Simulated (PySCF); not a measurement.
Mapped SMILES: `[CH3:1][S:2][B:3]([CH3:4])[PH2:5]`. Each H is labelled by its parent atom.

Geometry: PBE0-D3(BJ)/def2-SVP; GIAO absolute shieldings from PySCF 2.14, gas phase, non-relativistic, averaged over equivalent atoms.

At PBE0/6-31G* (94 basis functions, 8.7 s wall time on 1 thread of an Arm Neoverse V1, shared host):
| atoms | σ (ppm) |
| --- | --- |
| C1 | 177.0 |
| C4 | 181.2 |
| S2 | 464.9 |
| B3 | 38.4 |
| P5 | 551.6 |
| H(P5) | 29.21 |
| H(C1) | 29.98 |
| H(C4) | 30.87 |

What do these become at PBE0/6-311+G(2d,p)?

Results:


| atoms | σ at PBE0/6-311+G(2d,p) | change |
| --- | --- | --- |
| C1 | 167.9 | -9.1 |
| C4 | 174.0 | -7.2 |
| S2 | 408.4 | -56.5 |
| B3 | 25.2 | -13.2 |
| P5 | 517.3 | -34.3 |
| H(P5) | 28.68 | -0.53 |
| H(C1) | 29.27 | -0.71 |
| H(C4) | 30.46 | -0.41 |

The largest change is at S2 (sulfur bonded to C, B). Cost: 199 basis functions, 22 s wall time on 1 thread of an Arm Neoverse V1, shared host.

A carbon bonded to boron is broadened by the quadrupolar boron nucleus and is often missing from a measured spectrum.
